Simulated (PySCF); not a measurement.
Sn(F)2(Cl)(Me) (CH3ClF2Sn), SMILES [Sn]([Cl])([F])([F])[CH3].

Geometry optimised at B3LYP-D3(BJ)/def2-SVP. The structure was generated by enumeration; whether it is a known compound was not checked. The def2 effective core potentials stand for the cores of Sn; spin–orbit coupling is left out.

Calculation: ωB97X/def2-TZVP (PySCF).

Symmetry labels are those of the subgroup Cs that the program uses (full group Cs).

Computed valence orbital energies around the gap with their symmetry:
```
orbital  symmetry  energy (eV)
-------  --------  -----------
HOMO−7         A'       -14.49
HOMO−6         A'       -14.44
HOMO−5         A"       -13.86
HOMO−4         A"       -13.68
HOMO−3         A'       -13.47
HOMO−2         A'       -12.44
HOMO−1         A"       -12.12
HOMO           A'       -11.89
LUMO           A'        -0.13
LUMO+1         A"         1.74
LUMO+2         A'         2.08
LUMO+3         A'         2.59
```
